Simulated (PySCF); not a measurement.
Electron correlation in I (iodine, neutral)

[Kr] 4d10 5s1 5p6, 2S determinant (an excited configuration). Calculation: PySCF 2.14, in aug-cc-pVQZ-PP with ECP28MDF (7s7p5d3f2g, 92 functions); scalar relativity through the core potential. Frozen: 4s2 4p6 4d10; 7 electrons correlated.

```csv
level,correlation energy (mhartree)
CCSD,-263.42
(T),-54.13
CCSD(T),-317.55
```

Diagnostics: T1 = 0.029, D1 = 0.0509, largest double amplitude 0.285.

A double-excitation amplitude exceeds 0.15, a sign of near-degeneracy.

Cost of the coupled-cluster step: roughly 30 core-seconds, for 7 correlated electrons.

Iterations:

```
CC2 = 0
CCSD nocc = (np.int64(4), np.int64(3)), nmo = (83, 83)
frozen orbitals [[0, 1, 2, 3, 4, 5, 6, 7, 8], [0, 1, 2, 3, 4, 5, 6, 7, 8]]
max_cycle = 100
direct = 0
conv_tol = 1e-08
conv_tol_normt = 1e-06
diis_space = 8
diis_start_cycle = 0
Init t2, MP2 energy = -0.19688483674878
Init E_corr(UCCSD) = -0.196884836776633
cycle = 1  E_corr(UCCSD) = -0.220339815806636  dE = -0.023454979  norm(t1,t2) = 0.167492
cycle = 2  E_corr(UCCSD) = -0.235414794896824  dE = -0.0150749791  norm(t1,t2) = 0.126555
cycle = 3  E_corr(UCCSD) = -0.26402355719217  dE = -0.0286087623  norm(t1,t2) = 0.0956836
cycle = 4  E_corr(UCCSD) = -0.255451052938659  dE = 0.00857250425  norm(t1,t2) = 0.0282474
cycle = 5  E_corr(UCCSD) = -0.257589367041003  dE = -0.0021383141  norm(t1,t2) = 0.0333849
cycle = 6  E_corr(UCCSD) = -0.262484886153122  dE = -0.00489551911  norm(t1,t2) = 0.0260064
cycle = 7  E_corr(UCCSD) = -0.264145542338911  dE = -0.00166065619  norm(t1,t2) = 0.00940179
cycle = 8  E_corr(UCCSD) = -0.262818970800501  dE = 0.00132657154  norm(t1,t2) = 0.00467428
cycle = 9  E_corr(UCCSD) = -0.263520272965878  dE = -0.000701302165  norm(t1,t2) = 0.00262731
cycle = 10  E_corr(UCCSD) = -0.263416347883793  dE = 0.000103925082  norm(t1,t2) = 0.000615094
cycle = 11  E_corr(UCCSD) = -0.26341509263321  dE = 1.25525058e-06  norm(t1,t2) = 8.19056e-05
cycle = 12  E_corr(UCCSD) = -0.263422345092895  dE = -7.25245968e-06  norm(t1,t2) = 3.15433e-05
cycle = 13  E_corr(UCCSD) = -0.263420231351879  dE = 2.11374102e-06  norm(t1,t2) = 1.27735e-05
cycle = 14  E_corr(UCCSD) = -0.263420494377486  dE = -2.63025607e-07  norm(t1,t2) = 2.39398e-06
cycle = 15  E_corr(UCCSD) = -0.263420490720246  dE = 3.65724029e-09  norm(t1,t2) = 6.16072e-07
UCCSD converged
E(UCCSD) = -294.4580274579244  E_corr = -0.2634204907202456
UCCSD(T) correction = -0.0541259447037375
```
